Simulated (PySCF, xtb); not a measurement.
CH5NOSW, SMILES [CH3][W](=[NH])(=[O])[SH], multiplicity 1.

GFN2-xTB (xtb) at its own geometry gives an orbital gap of 2.19 eV and a dipole moment of 2.90 D.

Geometry optimised at B3LYP-D3(BJ)/def2-SVP. The multiplicity is an assumed one; no other spin state was optimised. The structure was generated by enumeration; whether it is a known compound was not checked. The def2 effective core potentials stand for the cores of W; spin–orbit coupling is left out. The values are those of a single conformer.

What does ωB97X/def2-TZVP (PySCF) give? (The exact figures need the calculation; the answer reports its results.)

gap 10.12 eV (levels -10.36 and -0.24 eV), dipole 1.26 D.
